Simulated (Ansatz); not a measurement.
System: NbO2, charge 0, multiplicity 2. SMILES: [O]=[Nb]=[O]
Geometry: optimised at B3LYP-D3(BJ)/def2-TZVP (Ansatz, a first-principles code).

Quantity: size of the dipole moment, in D. Terms: LANL2DZ with its own core potentials from Na on; STO-3G and 3-21G all-electron and non-relativistic; six Cartesian d functions in 6-31G* and its kin unless marked 5d; UHF or UKS for open shells; no spin-orbit coupling; no dispersion term unless named. First-principles rows: single points at B3LYP-D3(BJ) geometries (Ansatz).

| level | program | size of the dipole moment (D) |
|---|---|---|
| SVWN5/6-31G* with LANL2DZ past Ar | Ansatz | 4.29 |
| PBE/STO-3G | Ansatz | 2.81 |
| PBE/3-21G | Ansatz | 3.88 |
| PBE/LANL2DZ | Ansatz | 4.99 |
| PBE/6-31G* with LANL2DZ past Ar | Ansatz | 4.42 |
| B3LYP/LANL2DZ | Ansatz | 5.59 |
| B3LYP/6-31G* with LANL2DZ past Ar | Ansatz | 4.96 |

No value to compare with is used here. The 7 habitual levels span 2.81 (PBE/STO-3G) to 5.59 D (B3LYP/LANL2DZ).

The levels are drawn from those run, B3LYP/6-31G* more often than the rest, none by its result; left out are runs that failed, that the program found above a lower state of the same kind, or whose <S^2> lies over 0.5 above the pure value.
